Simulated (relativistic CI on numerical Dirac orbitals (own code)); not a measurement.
**Exchange splitting of the 5s photoelectron line of Nd3+**

Problem. Nd3+ ([Xe] 4f3) has the spin S = 3/2. The exchange integral with a hole in 5s, calculated from Dirac-KLI orbitals and scaled by 0.8, is G^3(4f,5s) = 3.218 eV, with l = 3 the orbital momentum of the open shell. Find the splitting and the intensity ratio of the 5s line.

Working.
1. The electron left in 5s couples its spin to S, giving S + ½ = 2 and S − ½ = 1.
2. Van Vleck's theorem gives ΔE = (2S + 1) G^l/(2l + 1) = 4 × 3.218/7 = 1.84 eV, with the high-spin state at lower binding energy.
3. The intensities follow the multiplicities, (2S + 2) : 2S = (S + 1) : S = 1.67.

Check. The full multiplet calculation with spin-orbit coupling puts the centres of the two groups of its strongest lines 1.84 eV apart. Covalency lowers the measured splitting somewhat.
